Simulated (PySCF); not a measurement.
From one molecule to another.

First species: meta-tolunitrile, C8H7N.
SMILES: `c1c(C)cccc1C#N`

Second species: Para-tolunitrile, C8H7N.
Bonds: C1–C2, C2–C3 (aromatic), C3–C4 (aromatic), C4–C5 (aromatic), C5–C6, C6–N7 (triple), C5–C8 (aromatic), C8–C9 (aromatic), C2–C9 (aromatic). Hydrogens: H10, H11, H12 on C1; H13 on C3; H14 on C4; H15 on C8; H16 on C9.

Levels: PBE0/pcSseg-1 for dipole moment, HOMO energy, LUMO energy and HOMO–LUMO gap; GFN2-xTB for rotational constant A and rotational constant C. Geometries: GFN2-xTB. Each structure is a single optimised conformer of the isolated species, non-relativistic unless stated. Electronic properties by PySCF.

Values for the first species:

```
Dipole moment         : 4.95 D
HOMO energy           : -7.64 eV
LUMO energy           : -1.52 eV
HOMO–LUMO gap         : 6.12 eV
Rotational constant A : 3.347 GHz
Rotational constant C : 0.899 GHz
```

Q: Estimate the same properties for the second species, and the change in each.

A: 
```tsv
property	first	second	second less first
dipole moment	4.95 D	5.27 D	+0.32 D
HOMO energy	-7.64 eV	-7.53 eV	+0.11 eV
LUMO energy	-1.52 eV	-1.44 eV	+0.08 eV
HOMO–LUMO gap	6.12 eV	6.09 eV	-0.03 eV
rotational constant A	3.347 GHz	5.556 GHz	+2.209 GHz
rotational constant C	0.899 GHz	0.851 GHz	-0.048 GHz
```

On the first: The dipole equals about 16.5 × 10⁻³⁰ C·m (1 D = 3.33564 × 10⁻³⁰ C·m).

On the second: In atomic units the dipole is 2.07 e·bohr (1 au = 2.5417 D).
